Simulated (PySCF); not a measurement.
Output of ΔSCF core-hole calculations on `O=C[SiH2]S`.

Computed, not measured: delta-SCF UKS SCAN, pcX-2 on the ionised atom, pcseg-1 elsewhere, spin-free X2C (PySCF 2.14.0). Atoms in this output count from 0. The cycles run on a coarse integration grid; for E(ground) and E(ion) the exchange–correlation energy is redone on a finer one, so they differ from the last cycle, and only they enter the binding energy.

Coordinates (Å, PBE0-D3(BJ)/def2-SVP):
```
O      0.630253    -1.862574     0.019814
C      0.935788    -0.702217    -0.104709
Si    -0.396752     0.709058    -0.021205
S     -2.205034    -0.359103     0.307541
H      2.012387    -0.429039    -0.272992
H     -0.353142     1.470532    -1.305446
H     -0.020440     1.642484     1.082450
H     -1.470618    -1.508369     0.287280
```

```
ground state, core basis on atom 0 (O), 115 functions
  cycle   1  E = -804.85491372  |g| = 7.74e-01
  cycle   2  E = -803.96792448  |g| = 2.15e+00
  cycle   3  E = -804.96378306  |g| = 1.69e-01
  cycle   4  E = -804.96853470  |g| = 9.99e-02
  cycle   5  E = -804.97164889  |g| = 1.90e-02
  cycle   6  E = -804.97174265  |g| = 9.15e-03
  cycle   7  E = -804.97176892  |g| = 2.20e-03
  cycle   8  E = -804.97177006  |g| = 3.75e-04
  E(ground) = -805.02030127 Eh
hole in O 1s of atom 0
  cycle   1  E = -784.32879941  |g| = 2.22e+00
  cycle   2  E = -782.76148056  |g| = 2.45e+00
  cycle   3  E = -784.54124054  |g| = 9.39e-01
  cycle   4  E = -784.04801040  |g| = 9.90e-01
  ...
  cycle  44  E = -785.16651227  |g| = 3.78e-03
  cycle  45  E = -785.16651685  |g| = 2.82e-03
  cycle  46  E = -785.16652461  |g| = 1.59e-04
  E(ion) = -785.21641358 Eh   <S^2> = 0.9565   hole on atom = 1.000
```

Task: What is the O 1s binding energy of atom 0?

Result: (-785.216414 − (-805.020301)) Eh × 27.2114 eV/Eh = 538.89 eV, for the carbonyl oxygen.

```
ground state, core basis on atom 3 (S), 126 functions
  cycle   1  E = -805.08965743  |g| = 4.06e-01
  cycle   2  E = -805.08953268  |g| = 4.46e-02
  cycle   3  E = -805.08904041  |g| = 5.94e-02
  cycle   4  E = -805.09013956  |g| = 6.21e-03
  cycle   5  E = -805.09014072  |g| = 4.12e-03
  cycle   6  E = -805.09014304  |g| = 1.16e-03
  cycle   7  E = -805.09014326  |g| = 1.12e-04
  E(ground) = -805.12645681 Eh
hole in S 1s of atom 3
  cycle   1  E = -712.85160915  |g| = 5.08e+00
  cycle   2  E = -712.06447194  |g| = 2.47e+00
  cycle   3  E = -708.87556159  |g| = 2.47e+00
  cycle   4  E = -713.99680472  |g| = 3.66e-01
  ...
  cycle   9  E = -714.06441159  |g| = 2.84e-03
  cycle  10  E = -714.06441432  |g| = 7.27e-04
  cycle  11  E = -714.06441529  |g| = 1.07e-04
  E(ion) = -714.09251643 Eh   <S^2> = 0.7513   hole on atom = 1.000
```

Task: What is the S 1s binding energy of atom 3?

Result: (-714.092516 − (-805.126457)) Eh × 27.2114 eV/Eh = 2477.16 eV, for the sulfur bonded to Si and H.

```
ground state, core basis on atom 2 (Si), 126 functions
  cycle   1  E = -805.03833118  |g| = 2.87e-01
  cycle   2  E = -805.03786488  |g| = 6.43e-02
  cycle   3  E = -805.03456910  |g| = 1.39e-01
  cycle   4  E = -805.03852335  |g| = 1.84e-02
  cycle   5  E = -805.03857923  |g| = 3.46e-03
  cycle   6  E = -805.03858331  |g| = 4.98e-04
  E(ground) = -805.04766309 Eh
hole in Si 1s of atom 2
  cycle   1  E = -736.07676558  |g| = 4.35e+00
  cycle   2  E = -735.42516340  |g| = 2.50e+00
  cycle   3  E = -735.76367020  |g| = 1.52e+00
  cycle   4  E = -736.92520471  |g| = 7.27e-01
  ...
  cycle   9  E = -737.14178359  |g| = 2.54e-03
  cycle  10  E = -737.14178692  |g| = 8.89e-04
  cycle  11  E = -737.14178755  |g| = 3.08e-04
  E(ion) = -737.15976883 Eh   <S^2> = 0.7529   hole on atom = 1.000
```

Task: What is the Si 1s binding energy of atom 2?

Result: (-737.159769 − (-805.047663)) Eh × 27.2114 eV/Eh = 1847.32 eV, for the SiH2 silicon.

The ground state is recomputed for each atom, because the flexible core basis sits on the ionised atom alone; energies of different blocks can't be mixed. Spin contamination (⟨S²⟩ against 0.75 for a pure doublet) is marked for atom 0 (0.96), which makes this value less certain. Isolated species at its PBE0-D3(BJ)/def2-SVP geometry (one conformer only).

On one thread of an Arm Neoverse V1, no GPU (shared host), this took 31 s wall.

The values belong to the conformer `[O:1]=[CH:2][SiH2:3][SH:4]`: O1–C2–Si3–S4 0°, H–S4–Si3–C2 0°.
Labels such as C1 count atoms from 1, the log's own numbers from 0.
